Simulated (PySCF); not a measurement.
C2H6BF2N, SMILES C(F)B(N)CF.

The structure is a stationary point at B3LYP-D3(BJ)/def2-SVP. The structure was generated by enumeration, and PubChem lists no compound with its InChIKey, so it may never have been made. The values are those of a single conformer.

Level of theory: TDDFT-M06-2X/def2-SVPD (PySCF).

Vertical excitations. Isolated molecule, no solvent. State labels are in the subgroup C2v.

```csv
state,symmetry,energy (eV),λ (nm),f,main pairs
S1,A2,7.63,162,0.000,HOMO−1→LUMO+2 95 %
S2,B2,7.69,161,0.029,HOMO→LUMO 85 %
S3,B1,7.91,157,0.000,HOMO−1→LUMO 82 %
S4,A1,8.45,147,0.264,HOMO→LUMO+2 93 %
S5,B1,8.47,146,0.013,HOMO−1→LUMO+1 77 %
S6,A1,8.74,142,0.059,"HOMO−2→LUMO 39 %, HOMO−1→LUMO+3 38 %, HOMO−2→LUMO+4 6 %"
S7,B2,8.87,140,0.006,"HOMO→LUMO+1 76 %, HOMO→LUMO 12 %"
S8,B2,9.03,137,0.016,HOMO−2→LUMO+2 88 %
S9,A2,9.05,137,0.000,"HOMO−3→LUMO 55 %, HOMO→LUMO+3 19 %"
S10,B2,9.31,133,0.021,"HOMO→LUMO+4 35 %, HOMO−4→LUMO 18 %, HOMO−3→LUMO+3 13 %, HOMO→LUMO+5 8 %"
T1,A1,6.43,193,0,HOMO→LUMO+2 92 %
T2,A2,7.30,170,0,HOMO−1→LUMO+2 95 %
T3,B2,7.55,164,0,"HOMO→LUMO 78 %, HOMO→LUMO+1 12 %"
T4,B1,7.73,160,0,"HOMO−1→LUMO 62 %, HOMO−1→LUMO+1 13 %, HOMO−1→LUMO+4 10 %"
```
Triplets are in the Tamm–Dancoff approximation, which puts them higher than full response would, so one can lie above its singlet here.
